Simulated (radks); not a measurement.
Species: Sn VIII. Configuration: [Ar] 3d10 4s2 4p5 4d8 (not the ground configuration). Method: scalar-relativistic Kohn-Sham, BLYP, spin-polarised, spherical densities, finite nucleus; open shells are filled with parallel spins first (spin-orbit coupling, left out, can overturn this in heavy ions); Fermi nuclear charge, rms radius 4.6519 fm; computed with a radial shooting solver on a logarithmic mesh with Libxc functionals.

X-ray form factor f0, the Fourier transform of the density (f0(0) = 43):

sin(theta)/lambda (1/angstrom),f0 (electrons)
0.05,42.693
0.1,41.799
0.15,40.395
0.2,38.594
0.25,36.528
0.3,34.331
0.4,29.989
0.5,26.203
0.6,23.192
0.8,19.100
1,16.347
1.25,13.451
1.5,10.890
2,7.354
